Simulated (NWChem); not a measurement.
System: H₃SO₄ cation; SMILES O=S(=O)(O)[OH2+]

Input file for NWChem:

```
start job
memory heap 200 mb stack 900 mb global 1100 mb
charge 1
geometry units angstroms noautoz
  O     -1.523213     0.367968     0.149788
  S     -0.081897     0.332849     0.158589
  O      0.860238     0.496840     1.244595
  O      0.461154     0.753551    -1.268276
  O      0.263959    -1.677451    -0.200979
  H      1.447306     0.873076    -1.267919
  H      0.411623    -2.176150     0.638724
  H     -0.481639    -2.118371    -0.675473
end
basis spherical
  * library def2-svp
end
dft
  xc becke88 perdew86
  iterations 150
  mulliken
end
task dft energy
```

Output (shortened):

```
             Northwest Computational Chemistry Package (NWChem) 7.3.0
             --------------------------------------------------------

 C1  symmetry detected

                             Geometry "geometry" -> ""
                             -------------------------

 Output coordinates in angstroms (scale by  1.889725989 to convert to a.u.)

  No.       Tag          Charge          X              Y              Z
 ---- ---------------- ---------- -------------- -------------- --------------
    1 O                    8.0000    -1.09062094    -0.59818221    -0.97011209
    2 S                   16.0000     0.04621690    -0.32346694    -0.12700246
    3 O                    8.0000     1.46500761    -0.38629007    -0.40450314
    4 O                    8.0000    -0.35174883    -0.56991493     1.38585079
    5 O                    8.0000    -0.10147077     1.73280478     0.07336371
    6 H                    1.0000     0.43701314    -0.52297453     1.98787511
    7 H                    1.0000     0.47552198     2.20306355    -0.57589935
    8 H                    1.0000    -1.02134208     2.06804143    -0.05673062

 Effective nuclear repulsion energy (a.u.)     283.1415223624

  perdew86 is a nonlocal functional; adding perdew81 local functional.

                                 NWChem DFT Module
                                 -----------------

 Summary of "ao basis" -> "ao basis" (spherical)
 ------------------------------------------------------------------------------
       Tag                 Description            Shells   Functions and Types
 ---------------- ------------------------------  ------  ---------------------
 O                          def2-svp                 6       14   3s2p1d
 S                          def2-svp                 8       18   4s3p1d
 H                          def2-svp                 3        5   2s1p

            General Information
            -------------------
          SCF calculation type: DFT
          Wavefunction type:  closed shell.
          No. of atoms     :     8
          No. of electrons :    50
           Alpha electrons :    25
            Beta electrons :    25
          Charge           :     1
          Spin multiplicity:     1
          Use of symmetry is: off; symmetry adaption is: off
          Maximum number of iterations: 150
          AO basis - number of functions:    89
                     number of shells:    41
          Convergence on energy requested:  1.00D-06
          Convergence on density requested:  1.00D-05
          Convergence on gradient requested:  5.00D-04

              XC Information
              --------------
                    Becke 1988 Exchange Functional  1.000
                Perdew 1981 Correlation Functional  1.000 local
                Perdew 1986 Correlation Functional  1.000 non-local

             Grid Information
             ----------------
          Grid used for XC integration:  medium
          Radial quadrature: Mura-Knowles
          Angular quadrature: Lebedev.
          Tag              B.-S. Rad. Rad. Pts. Rad. Cut. Ang. Pts.
          ---              ---------- --------- --------- ---------
          O                   0.60       49          10.0       434
          S                   1.00       88           8.0       590
          H                   0.35       45          10.0       434
          Grid pruning is: on
          Number of quadrature shells:   419
          Spatial weights used:  Erf1

      Superposition of Atomic Density Guess
      -------------------------------------

 Sum of atomic energies:        -697.60977095

 Renormalizing density from      51.00 to     50

      Non-variational initial energy
      ------------------------------

 Total energy =    -690.642955
 1-e energy   =   -1497.134307
 2-e energy   =     523.349829
 HOMO         =      -0.772439
 LUMO         =      -0.382694

     ---------------------------------------------
      Total Density - Mulliken Population Analysis
     ---------------------------------------------

    Atom       Charge   Shell Charges
 -----------   ------   -------------------------------------------------------
    1 O    8     8.64   1.99  1.19  0.69  3.05  1.71  0.02
    2 S   16    13.99   2.00  2.00  1.06  0.13  5.95  1.33  1.03  0.49
    3 O    8     8.64   1.99  1.19  0.69  3.04  1.72  0.02
    4 O    8     8.49   1.99  1.15  0.62  3.02  1.71  0.01
    5 O    8     8.52   1.99  1.12  0.57  3.08  1.75  0.00
    6 H    1     0.56   0.46  0.05  0.05
    7 H    1     0.58   0.47  0.05  0.05
    8 H    1     0.58   0.47  0.05  0.05

   convergence    iter        energy       DeltaE   RMS-Dens  Diis-err
 ---------------- ----- ----------------- --------- --------- ---------
 d= 0,ls=0.0,diis     1   -699.9617795407 -9.83D+02  3.21D-02  2.41D+00
 d= 0,ls=0.0,diis     2   -699.0818878943  8.80D-01  2.52D-02  1.12D+01
 d= 0,ls=0.0,diis     3   -700.1299779175 -1.05D+00  7.94D-03  6.54D-01
 d= 0,ls=0.0,diis     4   -700.1661611790 -3.62D-02  3.53D-03  2.84D-01
 d= 0,ls=0.0,diis     5   -700.1937561679 -2.76D-02  1.08D-03  9.69D-03
  Resetting Diis
 d= 0,ls=0.0,diis     6   -700.1939799007 -2.24D-04  5.66D-04  7.90D-03
 d= 0,ls=0.0,diis     7   -700.1947655767 -7.86D-04  3.13D-04  2.03D-04
 d= 0,ls=0.0,diis     8   -700.1946563149  1.09D-04  2.38D-04  1.29D-03
 d= 0,ls=0.0,diis     9   -700.1947820136 -1.26D-04  5.46D-05  4.85D-05
 d= 0,ls=0.0,diis    10   -700.1947861413 -4.13D-06  1.87D-05  8.56D-06
 d= 0,ls=0.0,diis    11   -700.1947870311 -8.90D-07  3.65D-06  1.72D-07

         Total DFT energy =     -700.194787031123
      One electron energy =    -1514.240476550173
           Coulomb energy =      591.782207781718
    Exchange-Corr. energy =      -60.878040625081
 Nuclear repulsion energy =      283.141522362413

 Numeric. integr. density =       49.999995382674

                       DFT Final Molecular Orbital Analysis
                       ------------------------------------

 Vector   23  Occ=2.000000D+00  E=-5.619924D-01
              MO Center=  7.4D-01, -1.4D-01, -1.6D-01, r^2= 2.3D+00
   Bfn.  Coefficient  Atom+Function         Bfn.  Coefficient  Atom+Function
  ----- ------------  ---------------      ----- ------------  ---------------
    37      0.510060  3 O  py                40      0.345707  3 O  py
    51     -0.199392  4 O  py                66      0.174663  5 O  pz
     5     -0.154615  1 O  py                65      0.146981  5 O  py
    54     -0.145618  4 O  py                28      0.129723  2 S  d -2
    69      0.119898  5 O  pz                 8     -0.115057  1 O  py

 Vector   24  Occ=2.000000D+00  E=-5.503327D-01
              MO Center= -5.7D-01,  1.9D-01, -3.2D-01, r^2= 2.7D+00
   Bfn.  Coefficient  Atom+Function         Bfn.  Coefficient  Atom+Function
  ----- ------------  ---------------      ----- ------------  ---------------
     5      0.463517  1 O  py                66      0.315621  5 O  pz
     8      0.308342  1 O  py                69      0.213419  5 O  pz
    51     -0.207945  4 O  py                65      0.194740  5 O  py
    68      0.153546  5 O  py                54     -0.147588  4 O  py
     6     -0.113328  1 O  pz                64      0.108477  5 O  px

 Vector   25  Occ=2.000000D+00  E=-5.351211D-01
              MO Center=  1.9D-01, -4.5D-01, -4.0D-01, r^2= 2.5D+00
   Bfn.  Coefficient  Atom+Function         Bfn.  Coefficient  Atom+Function
  ----- ------------  ---------------      ----- ------------  ---------------
    38      0.436028  3 O  pz                 4      0.322138  1 O  px
    41      0.297678  3 O  pz                 6     -0.277148  1 O  pz
     7      0.212738  1 O  px                50     -0.197794  4 O  px
     9     -0.188795  1 O  pz                36      0.145589  3 O  px
    53     -0.123809  4 O  px                31     -0.104405  2 S  d  1

 Vector   26  Occ=0.000000D+00  E=-3.492232D-01
              MO Center= -2.3D-03,  1.5D-01, -8.9D-02, r^2= 2.2D+00
   Bfn.  Coefficient  Atom+Function         Bfn.  Coefficient  Atom+Function
  ----- ------------  ---------------      ----- ------------  ---------------
    18      0.561173  2 S  s                 17      0.417613  2 S  s
    23      0.386684  2 S  py                26      0.375956  2 S  py
    65      0.278631  5 O  py                 5     -0.270782  1 O  py
    63     -0.250342  5 O  s                 16     -0.248911  2 S  s
    37     -0.237124  3 O  py                68      0.236338  5 O  py

 Vector   27  Occ=0.000000D+00  E=-2.959017D-01
              MO Center=  8.5D-02, -7.3D-01, -4.6D-02, r^2= 2.1D+00
   Bfn.  Coefficient  Atom+Function         Bfn.  Coefficient  Atom+Function
  ----- ------------  ---------------      ----- ------------  ---------------
    18      0.726856  2 S  s                 26     -0.525777  2 S  py
    17      0.330336  2 S  s                 49     -0.331666  4 O  s
    23     -0.325720  2 S  py                36      0.249089  3 O  px
     3     -0.239227  1 O  s                 55      0.233496  4 O  pz
     4     -0.231999  1 O  px                52      0.231240  4 O  pz

 Vector   28  Occ=0.000000D+00  E=-2.001152D-01
              MO Center= -2.6D-01,  2.1D+00, -3.2D-01, r^2= 3.0D+00
   Bfn.  Coefficient  Atom+Function         Bfn.  Coefficient  Atom+Function
  ----- ------------  ---------------      ----- ------------  ---------------
    63      0.731220  5 O  s                 81     -0.699522  7 H  s
    86     -0.691024  8 H  s                 17      0.262279  2 S  s
    68      0.262741  5 O  py                62      0.249692  5 O  s
    65      0.234567  5 O  py                80     -0.228677  7 H  s
    85     -0.218038  8 H  s                 76     -0.193523  6 H  s

     ---------------------------------------------
      Total Density - Mulliken Population Analysis
     ---------------------------------------------

    Atom       Charge   Shell Charges
 -----------   ------   -------------------------------------------------------
    1 O    8     8.21   1.99  1.15  0.73  2.76  1.55  0.02
    2 S   16    15.00   2.00  1.98  1.26  0.11  5.92  1.72  1.28  0.73
    3 O    8     8.23   1.99  1.15  0.74  2.76  1.57  0.02
    4 O    8     8.19   1.99  1.12  0.65  2.84  1.58  0.01
    5 O    8     8.18   1.99  1.09  0.59  2.87  1.63  0.01
    6 H    1     0.72   0.62  0.03  0.06
    7 H    1     0.73   0.63  0.04  0.06
    8 H    1     0.73   0.63  0.04  0.06

     -------------------------------------------
      Total Density - Lowdin Population Analysis
     -------------------------------------------

    Atom       Charge   Shell Charges
 -----------   ------   -------------------------------------------------------
    1 O    8     8.27   1.98  1.02  0.71  2.62  1.91  0.03
    2 S   16    14.80   2.00  1.93  0.80  0.36  5.79  1.63  1.36  0.93
    3 O    8     8.29   1.98  1.02  0.71  2.63  1.93  0.03
    4 O    8     8.12   1.97  0.94  0.62  2.67  1.89  0.02
    5 O    8     7.99   1.97  0.87  0.58  2.68  1.87  0.02
    6 H    1     0.84   0.52  0.16  0.17
    7 H    1     0.84   0.52  0.16  0.16
    8 H    1     0.84   0.52  0.16  0.16

     Multipole analysis of the density
     ---------------------------------

     L   x y z        total         alpha         beta         nuclear
     -   - - -        -----         -----         ----         -------
     0   0 0 0      1.000000    -25.000000    -25.000000     51.000000

     1   1 0 0      0.093203      0.046601      0.046601     -0.000000
     1   0 1 0      1.552172      0.776086      0.776086     -0.000000
     1   0 0 1      0.594728      0.297364      0.297364     -0.000000

     2   2 0 0    -23.905500    -64.183523    -64.183523    104.461546
     2   1 1 0     -2.058600      0.119571      0.119571     -2.297742
     2   1 0 1      1.318528      0.082588      0.082588      1.153351
     2   0 2 0    -14.461032    -81.782803    -81.782803    149.104575
     2   0 1 1     -3.688762      0.257970      0.257970     -4.204701
     2   0 0 2    -19.903624    -61.357710    -61.357710    102.811796
```

Level: BP86/def2-SVP. Geometry: optimised at PBE-D3(BJ)/def2-SVP.
